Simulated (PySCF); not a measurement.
Job file and geometry (Å, from GFN2-xTB) of an NMR shielding run on SMILES [SiH3]CC1C[NH2+]C1, [C₄H₁₂NSi]+, GIAO PBE0/pcSseg-1 NMR shielding, non-relativistic, gas phase in PySCF 2.14.0, density-fitted response routines; density fitting, a coarse starting grid and PySCF grid level 2 are the driver's defaults:

```
$ OMP_NUM_THREADS=1 python probes_run.py task.json out

{"job": {"kind": "nmr", "xc": "PBE0", "basis": "pcSseg-1"}, "charge": 1, "multiplicity": 1}
Si     2.628168     0.285368     0.052510
C      0.957341     0.055772     0.986636
C     -0.131458    -0.533439     0.118890
C     -0.705070     0.376290    -0.984584
N     -2.097739     0.106772    -0.509448
C     -1.560524    -0.577616     0.706564
H      2.975576    -1.026791    -0.486181
H      3.591143     0.815650     1.003324
H      2.345924     1.218837    -1.043002
H      0.623155     1.008927     1.396543
H      1.117423    -0.608819     1.834651
H      0.184654    -1.502259    -0.265344
H     -0.530428     0.079421    -2.015937
H     -0.434894     1.422431    -0.853529
H     -2.615820    -0.524347    -1.126703
H     -2.683788     0.929358    -0.341155
H     -1.675160     0.038438     1.597351
H     -1.997263    -1.557675     0.884433
```

Question: What does the program print?

Answer: 
```
coarse grid: 14472 points
cycle   1  E = -503.1208656963  dE =  8.160e-01  |g| = 3.822e-01  |ddm| = 3.579e+00
cycle   2  E = -503.1124193330  dE =  8.446e-03  |g| = 4.581e-01  |ddm| = 8.843e-01
cycle   3  E = -503.1612006979  dE = -4.878e-02  |g| = 4.634e-02  |ddm| = 3.981e-01
cycle   4  E = -503.1616178244  dE = -4.171e-04  |g| = 1.112e-02  |ddm| = 4.065e-02
cycle   5  E = -503.1616363376  dE = -1.851e-05  |g| = 5.587e-03  |ddm| = 1.150e-02
cycle   6  E = -503.1616436637  dE = -7.326e-06  |g| = 6.749e-04  |ddm| = 4.722e-03
final grid: 132216 points
cycle   7  E = -503.1950539267  dE = -4.388e-05  |g| = 8.469e-03  |ddm| = 3.141e-02
cycle   8  E = -503.1950464347  dE =  7.492e-06  |g| = 1.016e-02  |ddm| = 1.580e-02
cycle   9  E = -503.1950721870  dE = -2.575e-05  |g| = 5.245e-04  |ddm| = 8.737e-03
cycle  10  E = -503.1950722374  dE = -5.041e-08  |g| = 1.998e-04  |ddm| = 5.887e-04
cycle  11  E = -503.1950722459  dE = -8.465e-09  |g| = 4.383e-05  |ddm| = 1.466e-04
cycle  12  E = -503.1950722463  dE = -3.962e-10  |g| = 1.053e-05  |ddm| = 4.954e-05
converged SCF energy = -503.1950722463

GIAO shielding tensors (ppm)
atom      isotropic    diamagn.    paramagn.     s11        s22        s33       span
  0 Si     425.733     879.180    -453.447    398.792    426.523    451.884     53.092
  1 C      167.574     250.865     -83.291    151.981    163.658    187.083     35.102
  2 C      152.294     251.391     -99.097    130.088    159.330    167.464     37.376
  3 C      127.233     252.399    -125.166     90.903    122.700    168.097     77.194
  4 N      217.733     326.023    -108.290    205.095    220.097    228.006     22.911
  5 C      125.110     251.725    -126.615     89.832    120.933    164.566     74.734
  6 H       27.762      28.571      -0.809     24.100     26.095     33.091      8.992
  7 H       27.444      27.592      -0.148     23.846     24.899     33.586      9.740
  8 H       27.887      29.054      -1.167     24.016     27.449     32.196      8.181
  9 H       30.788      32.061      -1.273     26.321     30.242     35.801      9.480
 10 H       30.204      30.551      -0.347     25.511     28.204     36.897     11.386
 11 H       28.332      33.093      -4.761     24.074     28.689     32.232      8.158
 12 H       27.026      31.198      -4.172     23.026     26.180     31.873      8.847
 13 H       27.344      32.142      -4.797     23.258     28.173     30.602      7.344
 14 H       26.749      28.626      -1.876     21.698     22.141     36.409     14.711
 15 H       26.947      28.570      -1.623     20.786     22.702     37.352     16.566
 16 H       27.345      30.708      -3.363     23.759     27.275     31.000      7.240
 17 H       26.957      29.660      -2.703     23.545     25.202     32.123      8.578
```

Question: Turn these shieldings into chemical shifts. References, each an isolated molecule treated in the same way: ²⁹Si (349.16 ppm), ¹³C (186.93 ppm), ¹H (31.72 ppm) vs TMS; NH3 for ¹⁵N (267.73 ppm).

Answer: Averaging equivalent atoms: Si 0: -76.6; C 3/5: 60.8; C 2: 34.6; C 1: 19.4; N 4: 50.0; H 14: 4.97; H 15: 4.77; H 12/17: 4.73; H 13/16: 4.37; H 6/7/8: 4.02; H 11: 3.39; H 9/10: 1.22 ppm. Experimental scales use liquid or dissolved standards, which lie at an offset from isolated NH3 (liquid NH3: subtract about 20 ppm).

Size and cost of the density-fitted run: 169 basis functions, 21 s wall time on 1 thread of an Arm Neoverse V1, shared host; peak memory 0.85 GiB.
